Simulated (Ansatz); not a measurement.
Stepwise reaction of `N[SiH2]O[Si](N)(O)O` with hydrogen, as a gas-phase model of exchange steps in deposition or etching. ΔE in kJ/mol.

Computed with Ansatz on PBE0-D4/def2-TZVP structures; ΔE is electronic, products minus reactants. CCSD(T)/CBS is the MP2 limit (def2-TZVPP, def2-QZVPP) plus CCSD(T) − MP2 in def2-TZVPP, frozen cores. This one scheme is used for every species. Functionals use def2-TZVPP. B3LYP here is the variant with VWN-RPA as its local correlation; programs differ in this. Each species was taken in one conformer, which may not be the lowest.

```json
{"step": "1", "reaction": "`N[SiH2]O[Si](N)(O)O` + H₂ → `N[SiH2]O[SiH](N)O` + H₂O", "PBE-D4": "94.9", "B3LYP-D4": "101.5", "ωB97M-V": "102.2", "CCSD(T)/CBS": "98.7"}
{"step": "2", "reaction": "`N[SiH2]O[SiH](N)O` + H₂ → `N[SiH2]O[SiH2]N` + H₂O", "PBE-D4": "100.4", "B3LYP-D4": "104.3", "ωB97M-V": "106.5", "CCSD(T)/CBS": "101.8"}
```

Problem. By hand: ΔE of the 2 steps together at CCSD(T)/CBS.

Solution. (98.7) + (101.8) = 200.5 kJ/mol, or 100.2 kJ/mol a step.

In ΔE the steps differ by no more than 3.1 kJ/mol. All are uphill at CCSD(T)/CBS. PBE-D4 differs from CCSD(T)/CBS by -3.8 to -1.4 kJ/mol a step. Isolated molecules leave out the surface, adducts and barriers. Largest T1 diagnostic: 0.011.
